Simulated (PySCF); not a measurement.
Si(F)3(OH) (F₃HOSi), SMILES F[Si](F)(F)O. Geometry optimised at PBE-D3(BJ)/def2-SVP. Other conformers were not sampled.

Task: Give the equilibrium geometry at PBE-D3(BJ)/def2-SVP (PySCF confirms it by a frequency run) as Cartesian coordinates in Å, and its point group. (The exact figures need the calculation; the answer reports its results.)

Result: This is not unique; one that fits is point group Cs.
```xyz
6

O     -0.1096     1.6394     0.0000
Si    -0.0081     0.0054     0.0000
F      0.7685    -0.5668     1.2933
F     -1.5074    -0.5698     0.0000
F      0.7685    -0.5668    -1.2933
H      0.7239     2.1401     0.0000
```
